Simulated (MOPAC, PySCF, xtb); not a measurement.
Energy landscape of H6OSi2, singlet: bend at the central O, local threefold symmetry of each SiH3 group. Scanned: Si-O-Si angle. Other coordinates (O-Si length, H-Si-O angle, Si-H length) were minimised at B3LYP/def2-TZVP. Each profile is relative to its own lowest point.

```csv
a / °,A,B,C
180,0.6,0.0,0.0
172.50,0.5,0.9,0.5
165,0.3,3.4,2.4
157.50,0.0,7.5,5.6
150,0.0,13.3,10.4
142.50,0.4,20.4,17.1
135,1.6,28.9,26.2
127.50,4.3,38.5,38.4
120,9.9,49.5,54.7
112.50,20.3,62.6,76.4
105,38.3,79.6,105.5
97.50,68.5,105.2,145.0
90,117.6,146.4,200.1
```

Energies in kJ/mol.

Task: Which curve belongs to which method? The methods are xtb 6.7.1 with GFN1-xTB; M06-2X/def2-TZVP in PySCF; PM7, restricted, heats of formation run with MOPAC 23.2.5.

Result: A is M06-2X; B is GFN1-xTB; C is PM7.
